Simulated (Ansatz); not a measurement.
**Energy profile**

The step: AsH₃ + SiH₄ → SiAsH₅ ([SiH3][AsH2]) + H₂; bonds formed: Si1–As7, H2–H6; bonds broken: Si1–H2, H6–As7 (atoms numbered as in the saddle structure below).

```
atom    x (Å)    y (Å)    z (Å)
 Si1  -1.0606  -0.4843  -0.3575
  H2   0.6197  -1.0564  -0.3694
  H3  -1.2599  -1.1141  -1.6974
  H4  -1.9115   0.7361  -0.4132
  H5  -1.5562  -1.3789   0.7176
  H6   1.4084  -0.7824   0.2685
 As7   0.9402   0.7759   0.8677
  H8   1.3623   1.2022  -0.5256
  H9   1.4575   2.1020   1.5094
```

Electronic energies by CCSD(T) at an estimated basis limit (MP2 extrapolated from triple and quadruple zeta, plus CCSD(T) − MP2 in triple zeta), on PBE0-D4/def2-TZVP structures; SiAsH$_{7}$, singlet; no counterpoise correction. Program: Ansatz 0.2.0. Basis: def2-TZVPP and def2-QZVPP. Cores are frozen in the correlated methods. Filled d shells of the heavier atoms are correlated. The def2 sets are not built for correlating such inner shells, so the correlated values are less sure here. Extrapolation: Hartree–Fock as exp(−7.88 √X), correlation as X^−2.97.

(1) Give the profile in kJ/mol, counted from the separated reactants. (To be estimated.)

The T1 diagnostic stays at or below 0.012.

Answers

(1) The calculation gives:
```
                                                                                                             point  kJ/mol
                        separated: SiH$_{4}$ (Si1, H2, H3, H4, H5; singlet) + AsH$_{3}$ (H6, As7, H8, H9; singlet)     0.0
                                                                                                   start structure    -5.4
                                                                                                            saddle   252.5
                                                                                                     end structure   -12.6
separated: SiAsH$_{5}$ (linked as [SiH3][AsH2]; Si1, H3, H4, H5, As7, H8, H9; singlet) + H$_{2}$ (H2, H6; singlet)   -10.2
```

For scale, one of the runs: CCSD(T)/def2-TZVPP, 188 basis functions (an equivalent command: `ansatz run in.yaml --threads 2`). Hardware: 2 CPU threads, shared host. Wall time 31 s; peak host memory 2 GiB.
